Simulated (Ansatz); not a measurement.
Ansatz (a first-principles code) input:

Ansatz 0.2 input:
```yaml
crystal:
  periodic: [false, false, false]
  atoms:
    - {symbol: C, position_ang: [1.04026750, -0.37593961, -0.01423724]}
    - {symbol: N, position_ang: [-0.11684659, 0.48974460, 0.19151581]}
    - {symbol: C, position_ang: [-1.24598269, -0.02303043, -0.18381086]}
    - {symbol: H, position_ang: [1.77800493, 0.11733555, -0.66719488]}
    - {symbol: H, position_ang: [1.55320242, -0.56566915, 0.94223077]}
    - {symbol: H, position_ang: [0.76036857, -1.34627438, -0.46512181]}
    - {symbol: H, position_ang: [-2.03935871, 0.76021600, 0.03776388]}
basis:
  gaussian:
    orbitals: aug-cc-pVTZ
total_charge: -1
magnetization: {spin_polarized: false}
correlation: {method: ccsd_t, electrons: outside_noble_gas}
```

Q: Predict the final energy.

A: -133.07179 Eh (CCSD(T)/aug-cc-pVTZ). The basis has 230 functions.

It need not be the lowest isomer of its formula. Whether it binds its extra electron was not tested at this geometry.
